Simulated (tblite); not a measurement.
C₂H₁₁O₂Si₃ (doublet state).
Numbering: `[CH3:1][CH2:2][O:3][Si@@H:4]([SiH3:5])[O:6][SiH2:7]` (hydrogens: H8, H9, H10 on C1; H11, H12 on C2; H13 on Si4; H14, H15, H16 on Si5; H17, H18 on Si7)

Computed with GFN2-xTB (tblite), gas phase: L-BFGS steps from a force-field or distance-geometry start until the largest atomic force falls under 0.01 eV/Å.

Geometry at step 22:
```
atom  x, y, z in Å
C1      3.2680   -0.2596   -0.0406
C2      1.9443   -0.1942   -0.7820
O3      0.9315    0.3729    0.0039
Si4    -0.6567    0.1735   -0.2916
Si5    -1.7569   -1.3185    1.0754
O6     -1.3686    1.6111   -0.0446
Si7    -2.8182    2.3196   -0.2452
H8      3.1399   -0.7706    0.9112
H9      3.6686    0.7367    0.1228
H10     3.9781   -0.8052   -0.6549
H11     1.6396   -1.2005   -1.0883
H12     2.0477    0.4068   -1.6916
H13    -0.8456   -0.0751   -1.7306
H14    -1.6141   -2.7301    0.6715
H15    -1.3953   -1.3439    2.5028
H16    -3.2069   -1.0278    1.0782
H17    -3.7388    1.3953   -0.8984
H18    -3.2254    2.7158    1.0902
```

Problem. Give the atomic forces at this geometry.

Solution. 
```json
{"atom": "C1", "Fx (eV/Å)": "-0.015", "Fy (eV/Å)": "0.020", "Fz (eV/Å)": "-0.070"}
{"atom": "C2", "Fx (eV/Å)": "-0.126", "Fy (eV/Å)": "0.026", "Fz (eV/Å)": "-0.028"}
{"atom": "O3", "Fx (eV/Å)": "-0.200", "Fy (eV/Å)": "-0.001", "Fz (eV/Å)": "-0.010"}
{"atom": "Si4", "Fx (eV/Å)": "-0.064", "Fy (eV/Å)": "-0.066", "Fz (eV/Å)": "0.076"}
{"atom": "Si5", "Fx (eV/Å)": "0.049", "Fy (eV/Å)": "-0.103", "Fz (eV/Å)": "0.111"}
{"atom": "O6", "Fx (eV/Å)": "0.043", "Fy (eV/Å)": "0.020", "Fz (eV/Å)": "-0.090"}
{"atom": "Si7", "Fx (eV/Å)": "0.043", "Fy (eV/Å)": "0.022", "Fz (eV/Å)": "0.056"}
{"atom": "H8", "Fx (eV/Å)": "0.036", "Fy (eV/Å)": "0.070", "Fz (eV/Å)": "-0.037"}
{"atom": "H9", "Fx (eV/Å)": "-0.094", "Fy (eV/Å)": "0.031", "Fz (eV/Å)": "0.148"}
{"atom": "H10", "Fx (eV/Å)": "0.050", "Fy (eV/Å)": "-0.092", "Fz (eV/Å)": "0.031"}
{"atom": "H11", "Fx (eV/Å)": "0.023", "Fy (eV/Å)": "-0.089", "Fz (eV/Å)": "0.016"}
{"atom": "H12", "Fx (eV/Å)": "0.070", "Fy (eV/Å)": "0.011", "Fz (eV/Å)": "-0.047"}
{"atom": "H13", "Fx (eV/Å)": "0.033", "Fy (eV/Å)": "-0.039", "Fz (eV/Å)": "-0.041"}
{"atom": "H14", "Fx (eV/Å)": "-0.037", "Fy (eV/Å)": "0.082", "Fz (eV/Å)": "-0.056"}
{"atom": "H15", "Fx (eV/Å)": "0.039", "Fy (eV/Å)": "0.081", "Fz (eV/Å)": "-0.051"}
{"atom": "H16", "Fx (eV/Å)": "0.149", "Fy (eV/Å)": "-0.041", "Fz (eV/Å)": "-0.055"}
{"atom": "H17", "Fx (eV/Å)": "0.016", "Fy (eV/Å)": "0.017", "Fz (eV/Å)": "-0.039"}
{"atom": "H18", "Fx (eV/Å)": "-0.016", "Fy (eV/Å)": "0.052", "Fz (eV/Å)": "0.087"}
```

The largest, 0.20 eV/Å, acts on O3; the rms over all components is 0.068 eV/Å. The forces sum to zero within rounding, as they must for an isolated molecule in no field.

Problem. Give the force on O3 in Eh/bohr and in nN.

Solution. 0.200 eV/Å ÷ 51.422 = 0.00389 Eh/bohr, and 0.200 eV/Å × 1.602 = 0.32 nN.

Problem. How far is this geometry from the end of the optimisation?

Solution. 0.195 eV above it, and 0.814 Å rms away after alignment. The bonds farthest from their final lengths, with half the difference of the two atoms' forces along the bond (positive lengthens):

```tsv
bond	now (Å)	final (Å)	force along bond (eV/Å)
Si5–H16	1.479	1.469	-0.04
O6–Si7	1.626	1.617	-0.01
C2–O3	1.402	1.393	+0.03
Si4–Si5	2.303	2.295	0.00
O3–Si4	1.628	1.620	-0.07
Si7–H18	1.451	1.458	+0.03
```

The angle farthest from its final value is Si4–O6–Si7, 139.3° against 152.4°.

What follows is the cost of the whole relaxation. On one thread, Arm Neoverse V2 (aarch64), on a shared host, this took 1.6 s wall.
